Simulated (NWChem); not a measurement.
Molecule: TaSClF2; SMILES [F][Ta]([F])(=[S])[Cl]

```xyz
5

Ta    -0.0884    -0.0069     0.0000
S      1.2874    -1.6810     0.0000
F     -1.1310    -0.1470     1.5559
F     -1.1310    -0.1470    -1.5559
Cl     1.1716     1.9178     0.0000
```
Atoms are numbered in this order, from 1.

Level: PBE-D3(BJ)/def2-SVP with def2 effective core potentials on Ta (NWChem), optimised geometry, unscaled harmonic frequencies. def2 effective core potentials on Ta; no spin-orbit coupling.

```csv
frequency (cm⁻¹),IR intensity (km/mol)
121,3.8
135,0.7
155,5.5
187,2.0
187,0.4
402,45.8
536,40.6
684,81.7
689,89.8
```

```
Item                                                                                Value
-----------------------------------------------------------------------  ----------------
zero-point energy                                                            4.4 kcal/mol
thermal correction to the enthalpy at 298.15 K (with zero-point energy)      9.2 kcal/mol
heat capacity Cv                                                         19.8 cal/(mol K)
entropy at 298.15 K and 1 atm (symmetry number 1)                        86.7 cal/(mol K)
```

Rigid rotor and harmonic oscillator.
